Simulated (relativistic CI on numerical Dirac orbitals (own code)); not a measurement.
**Energy levels of I44+**

Computed by Dirac-Coulomb-Breit CI, separate exchange-only KLI orbitals for each configuration, QED by a radiative potential, unscaled Slater integrals (own radial code, finite nucleus).

Configurations in the expansion (outside the closed core 1s2): 2s²2p⁵, 2s2p⁶, 2p⁶3s, 2p⁶3p, 2p⁶3d, 2s²2p⁴3s, 2s²2p⁴3p, 2s²2p⁴3d, 2s2p⁵3s, 2s2p⁵3p, 2s2p⁵3d, 2s²2p⁴4s, 2s²2p⁴4p, 2s²2p⁴4d, 2s²2p⁴4f, 2s2p⁵4s, 2s2p⁵4p, 2s2p⁵4d, 2s²2p³3s², 2s2p⁵4f, 2s²2p³3s3p, 2s²2p⁴5s, 2s²2p⁴5p, 2s²2p⁴5d, 2s²2p⁴5f, 2s²2p⁴5g, 2s²2p³3s3d, 2s²2p³3p², 2s²2p³3p3d, 2s2p⁴3s², 2s²2p³3d², 2s2p⁴3s3p, 2s2p⁴3s3d, 2s2p⁴3p², 2s2p⁵5s, 2s2p⁵5p. Levels of other configurations are missing.

The lowest level is 2s²2p⁵ ²P°3/2, with 100 % of that term; Hund's rules for 2s²2p⁵ give ²P° with J = 3/2, in agreement.

```tsv
No.	Configuration	Term	J	E (eV)	%	Lifetime (s)
1	2s²2p⁵	²P°	3/2	0.00	100	
2	2s²2p⁵	²P°	1/2	308.48	100	3.68e-09
3	2s2p⁶	²S	1/2	607.15	100	5.86e-13
4	2p⁴(3P)3s	⁴P	5/2	4146.44	71	1.31e-13
5	2p⁴(3P)3s	²P	3/2	4153.81	57	2.01e-14
6	2p⁴(1S)3s	²S	1/2	4186.35	61	4.12e-14
7	2p⁴(3P)3p	⁴P°	3/2	4230.10	34	1.16e-11
8	2p⁴(3P)3p	²D°	5/2	4232.69	36	5.00e-12
9	2p⁴(1S)3p	²P°	1/2	4267.39	73	4.15e-12
10	2p⁴(3P)3p	²D°	5/2	4314.22	49	5.85e-12
11	2p⁴(3P)3p	⁴D°	7/2	4314.86	71	6.13e-12
12	2p⁴(1D)3p	²P°	1/2	4315.84	47	5.19e-12
13	2p⁴(3P)3p	²P°	3/2	4345.04	43	1.93e-12
14	2p⁴(1S)3p	²P°	3/2	4360.07	64	6.70e-12
15	2p⁴(3P)3d	⁴D	3/2	4411.68	34	3.96e-13
16	2p⁴(3P)3d	⁴D	5/2	4413.00	42	4.26e-13
17	2p⁴(3P)3d	⁴P	1/2	4415.55	43	2.50e-14
18	2p⁴(3P)3d	²F	7/2	4415.86	34	9.79e-12
19	2p⁴(3P)3d	²F	7/2	4431.72	51	2.54e-11
20	2p⁴(3P)3d	⁴F	9/2	4432.81	70	3.06e-11
21	2p⁴(3P)3d	²P	1/2	4441.93	49	4.65e-15
22	2p⁴(1S)3d	²D	3/2	4446.12	52	8.91e-15
23	2p⁴(3P)3s	⁴P	3/2	4452.68	71	3.66e-14
24	2p⁴(3P)3d	²D	5/2	4456.85	44	2.71e-15
25	2p⁴(3P)3s	²P	1/2	4459.99	64	2.88e-14
26	2p⁴(3P)3d	²P	3/2	4463.75	33	3.35e-15
27	2p⁴(1D)3s	²D	5/2	4470.42	53	5.06e-14
28	2p⁴(1D)3s	²D	3/2	4475.04	64	2.52e-14
29	2p⁴(1S)3d	²D	5/2	4480.87	56	4.41e-15
30	2p⁴(3P)3p	⁴P°	1/2	4534.42	54	7.09e-11
31	2p⁴(3P)3p	⁴D°	3/2	4540.27	53	1.04e-11
32	2p⁴(1D)3p	²F°	5/2	4553.37	55	7.78e-12
33	2p⁴(1D)3p	²P°	3/2	4577.94	55	2.09e-12
34	2p⁴(3P)3p	⁴D°	5/2	4618.45	54	6.75e-12
35	2p⁴(3P)3p	²P°	1/2	4623.69	36	4.50e-12
36	2p⁴(3P)3p	²D°	3/2	4625.34	50	2.96e-12
37	2p⁴(1D)3p	²F°	7/2	4636.91	71	4.13e-12
38	2p⁴(1D)3p	²P°	3/2	4637.24	44	1.76e-12
39	2p⁴(1D)3p	²D°	5/2	4643.62	71	3.10e-12
40	2p⁴(1D)3p	²P°	1/2	4675.03	84	4.38e-13
41	2p⁴(3P)3d	⁴D	1/2	4713.20	81	2.42e-13
42	2s2p⁵3s	⁴P°	5/2	4713.35	97	1.21e-12
43	2p⁴(3P)3d	⁴D	3/2	4721.14	35	1.20e-13
44	2p⁴(3P)3d	⁴F	5/2	4726.92	56	8.22e-15
45	2s2p⁵3s	²P°	3/2	4728.67	71	3.23e-14
46	2p⁴(1D)3d	²G	7/2	4735.44	63	9.87e-12
47	2p⁴(3P)3d	⁴D	7/2	4736.87	41	2.79e-11
48	2p⁴(1D)3d	²S	1/2	4745.45	48	2.41e-15
49	2p⁴(3P)3d	²F	5/2	4745.58	45	5.61e-14
50	2p⁴(3P)3d	²P	3/2	4747.29	49	2.55e-14
51	2p⁴(1D)3d	²F	5/2	4749.65	44	2.85e-15
52	2p⁴(1D)3d	²P	3/2	4750.67	47	2.29e-15
53	2p⁴(1D)3d	²G	9/2	4754.57	70	3.10e-11
54	2p⁴(1D)3d	²D	5/2	4759.75	63	2.04e-12
55	2p⁴(1D)3d	²F	7/2	4764.61	77	2.57e-11
56	2s2p⁵3s	²P°	1/2	4771.59	81	2.56e-14
57	2s2p⁵3s	²P°	3/2	4772.92	70	5.70e-13
58	2p⁴(1D)3d	²P	1/2	4780.73	55	1.59e-15
59	2p⁴(3P)3d	²D	3/2	4780.74	75	1.53e-15
60	2s2p⁵3p	⁴P	3/2	4796.75	42	1.16e-13
61	2p⁴(3P)3s	⁴P	1/2	4796.99	26	6.89e-15
62	2s2p⁵3p	²D	5/2	4800.44	40	3.77e-14
63	2s2p⁵3p	²P	1/2	4850.16	32	1.86e-14
64	2s2p⁵3p	²D	3/2	4850.71	51	4.30e-14
65	2s2p⁵3p	⁴D	7/2	4878.23	99	1.20e-12
66	2s2p⁵3p	²P	3/2	4883.87	64	1.05e-14
67	2p⁴(1S)3p	²P°	1/2	4885.66	56	1.33e-11
68	2s2p⁵3p	⁴P	5/2	4887.46	56	1.90e-14
69	2s2p⁵3p	²P	1/2	4900.52	46	8.68e-15
70	2s2p⁵3p	²D	5/2	4933.94	61	1.57e-14
```

Energies count from the lowest computed level; ° marks odd parity; lifetimes are radiative, by E1, M1, E2, M2 decay to levels of this space only. Percentages are summed over parent terms; the parents shown are those of the largest component, closed shells are left out there.

The mean weight of the leading LS term, summed over parents, in these 70 levels is 58 %, and that of the leading jj configuration (from the same eigenvectors) 94 %, so jj coupling describes them better and the LS labels are nominal.

At this charge energies of transitions that change n are usually good to better than 1 %, and those within a shell (Δn = 0) to a few per cent.

LS names give the leading component of a level, which can be under half, so a name can repeat, a term be missing and a line seem to break the LS rules.
